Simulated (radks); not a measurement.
Removal energies from neutral tantalum, [Xe] 4f14 5d3 6s2, by Delta-SCF beside the eigenvalue of the level emptied. All-electron calculation, scalar-relativistic Kohn-Sham, LDA (Slater exchange, Perdew-Wang correlation), spin-polarised, spherical densities, finite nucleus; Fermi nuclear charge, rms radius of each element as measured or else 0.836 A^(1/3) + 0.57 fm. Program: a radial shooting solver on a logarithmic mesh with Libxc functionals. Open shells are filled with parallel spins first.

| removed from | final configuration | Delta-SCF (eV) | -eigenvalue (eV) |
|---|---|---|---|
| 6s | [Xe] 4f14 5d3 6s1 | 7.741 | 4.968 |
| 5d | [Xe] 4f14 5d2 6s2 | 8.449 | 4.334 |
| 4f | [Xe] 4f13 5d3 6s2 | 33.455 | 24.573 |
| 5p | [Kr] 4d10 4f14 5s2 5p5 5d3 6s2 | 44.009 | 38.691 |
